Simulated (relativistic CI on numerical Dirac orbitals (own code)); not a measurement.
## Slater and spin-orbit integrals, Xe XXIII

Method of calculation: Dirac-Coulomb-Breit CI, KLI orbitals optimised for each configuration, model QED (radiative potential, 1s self-energy scaled to tabulated hydrogen-like ionisation energies), unscaled Slater integrals (own radial code, finite nucleus).

Slater integrals F^k, G^k are unscaled and averaged over j, outside the closed core [Ar] 3d10; ζ comes from projecting the Hamiltonian with its Breit term on Σ l·s of the shell.

- 4s2.4p2: F^2(4p,4p) = 156350, ζ(4p) = 91080 cm⁻¹; <r>(4p) = 0.6611, <r^2>(4p) = 0.4931 (bohr units).
- 4s.4p3: F^2(4p,4p) = 156340, G^1(4s,4p) = 205070, ζ(4p) = 90962 cm⁻¹; <r>(4s) = 0.6422, <r^2>(4s) = 0.4628, <r>(4p) = 0.6611, <r^2>(4p) = 0.4932 (bohr units).
- 4s2.4p.4d: ζ(4p) = 91339, F^2(4p,4d) = 151680, G^1(4p,4d) = 190560, G^3(4p,4d) = 121550, ζ(4d) = 10533 cm⁻¹; <r>(4p) = 0.6613, <r^2>(4p) = 0.4935, <r>(4d) = 0.6785, <r^2>(4d) = 0.5252 (bohr units).

Averages of the first 10 configurations, taken without configuration mixing, which lowers the lowest level and can move excited configurations by several eV; other configurations of the list can lie among them:

| Configuration | Parity | States | Average energy above the lowest level (eV) |
| --- | --- | --- | --- |
| 4s2.4p2 | even | 15 | 25.0 |
| 4s.4p3 | odd | 40 | 89.8 |
| 4s2.4p.4d | odd | 60 | 122.0 |
| 4p4 | even | 15 | 161.6 |
| 4s.4p2.4d | even | 300 | 183.8 |
| 4s2.4p.4f | even | 84 | 219.6 |
| 4s.4p2.4f | odd | 420 | 281.6 |
| 4p3.4d | odd | 200 | 252.5 |
| 4s.4p.4d2 | odd | 540 | 279.7 |
| 4s2.4d.4f | odd | 140 | 317.1 |
